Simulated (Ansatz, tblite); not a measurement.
Removing and adding an electron: AgSn2. Total charge 0; doublet. Geometry: PBE-D4/def2-TZVP. Ansatz, gas phase; energy differences of separate SCF runs; the oxidised species is a triplet (the singlet lies 0.37 eV higher at PBE0-D4/def2-TZVP); the reduced species is a singlet (the triplet lies 0.84 eV higher at PBE0-D4/def2-TZVPD).

```xyz
3

Ag    0.384    0.995    1.187
Sn   -0.667    0.592   -1.353
Sn    0.283   -1.587    0.166
```

In the def2 sets Ag, Sn take a core potential; there is no spin–orbit coupling. The xTB rows come from tblite. The structure comes from a short search, and lower isomers may exist.

| level | −HOMO (eV) | vertical IE (eV) | −LUMO (eV) | vertical EA (eV) | HOMO–LUMO gap (eV) | IE − EA (eV) |
| --- | --- | --- | --- | --- | --- | --- |
| GFN1-xTB | – | 11.76 | – | 5.49 | – | 6.26 |
| r2SCAN-D4/def2-TZVP | 4.35 | 6.57 | 3.75 | – | 0.60 | – |
| PBE0-D4/def2-TZVP | 4.94 | 6.58 | 3.19 | – | 1.75 | – |
| PBE0-D4/def2-TZVPD | 4.95 | – | 3.20 | 1.78 | 1.75 | – |

**Question.** Estimate the rows for GFN2-xTB, PBE-D4/def2-TZVP, PBE-D4/def2-TZVPD, r2SCAN-D4/def2-TZVPD.

**Answer.** 
| level | −HOMO (eV) | vertical IE (eV) | −LUMO (eV) | vertical EA (eV) | HOMO–LUMO gap (eV) | IE − EA (eV) | remarks |
| --- | --- | --- | --- | --- | --- | --- | --- |
| GFN2-xTB | – | 11.85 | – | 6.01 | – | 5.84 | – |
| PBE-D4/def2-TZVP | 4.21 | 6.60 | 3.96 | – | 0.24 | – | – |
| PBE-D4/def2-TZVPD | 4.22 | – | 3.97 | 1.86 | 0.25 | – | HOMO above zero (-1 singlet) |
| r2SCAN-D4/def2-TZVPD | 4.35 | – | 3.75 | 1.82 | 0.60 | – | HOMO above zero (-1 singlet) |

   A HOMO above zero means that the electron is unbound at that level or that self-interaction error raises the level; the energy of removing that electron tells which. HOMO and LUMO are the levels of the spin that leaves or enters (xTB has no such levels and no spin-polarisation term). Other spin states of the ions may lie lower, which would lower the ionisation energy or raise the affinity. Raw xTB energy differences between charge states are shifted by several eV; the methods need an empirical correction for them.
